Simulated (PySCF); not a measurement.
Species: CH7NSSn.
Bonds: C1–S2, S2–Sn3, Sn3–N4. Hydrogens: H5, H6, H7 on C1; H8, H9 on Sn3; H10, H11 on N4.

Method used: PBE0-D3(BJ)/def2-SVP geometry optimisation, gas phase, def2 core potentials past Kr in PySCF.

Problem. How far are the bound atoms from Sn3?

Solution. 4 atoms: H8 1.717 Å, H9 1.727 Å, N4 2.044 Å, S2 2.419 Å. The nearest atom not counted as bound is H11, at 2.59 Å.

Problem. List the angles at Sn3.

Solution. 
| angle | degrees | distance of the outer atoms (Å) |
| --- | --- | --- |
| N4–Sn3–H9 | 114.3 | 3.17 |
| H8–Sn3–H9 | 110.3 | 2.83 |
| S2–Sn3–H8 | 110.2 | 3.42 |
| S2–Sn3–H9 | 108.7 | 3.39 |
| N4–Sn3–H8 | 108.6 | 3.06 |
| S2–Sn3–N4 | 104.6 | 3.54 |

Problem. What is the shape at Sn3?

Solution. Distorted tetrahedral: angles from 104.6° to 114.3°; τ4 = (360° − α − β)/141° = 0.96 with α and β the two widest (0 for a square, 1 for a tetrahedron).

Problem. What are the other bond lengths?

Solution. C1–S2 1.824 Å; C1–H5, C1–H6, C1–H7 1.099 Å; N4–H10, N4–H11 1.019 Å.

Problem. Give some angles away from the centre.

Solution. C1–S2–Sn3 98.6°.

Problem. What are the rotational constants (commonest isotopes, rigid rotor)?

Solution. A = 6679, B = 1691, C = 1394 MHz: an asymmetric top.

Charge 0, singlet. Whether it is a minimum is left open (no frequencies).

Conformer computed: `[CH3:1][S:2][SnH2:3][NH2:4]`: C1–S2–Sn3–N4 -179°, H–N4–Sn3–S2 -151°, H–N4–Sn3–S2 -32°.

One conformer stands for the species.
